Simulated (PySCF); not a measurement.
Job for PySCF: U-HF/6-31G* on CH4Si (SMILES C[SiH]), a point of a bond scan (R = 1.308 Å).

```python
from pyscf import gto, scf, dft, mp
from pyscf.data.elements import chemcore

mol = gto.M(
    atom='''
    Si   -0.44283511   -0.33733196    0.51775234
    H    -1.42990117   -0.70043934   -0.59087342
    C     0.77076815    0.54410571   -0.65073574
    H     1.82237187    1.02950439   -0.04315854
    H     0.25620507    1.35865472   -1.17489853
    H     1.10167411   -0.14880677   -1.43392500
    ''',
    basis='6-31g*',
    cart=True,
    charge=0, spin=0, verbose=3, max_memory=1800)
mf = scf.UHF(mol)
mf.conv_tol = 1e-8
mf.max_cycle = 100
mf.init_guess_breaksym = True
mf.kernel()
if not mf.converged:
    mf = mf.newton().run(mf.mo_coeff, mf.mo_occ)
for _ in range(4):
    mo, _, stable, _ = mf.stability(return_status=True)
    if stable:
        break
    mf.kernel(mf.make_rdm1(mo, mf.mo_occ))
```

**Question.** Give the final energy of this run.

**Answer.** -329.0262 hartree. Its determinant has ⟨S²⟩ = 0.35, a mixture of spin states.
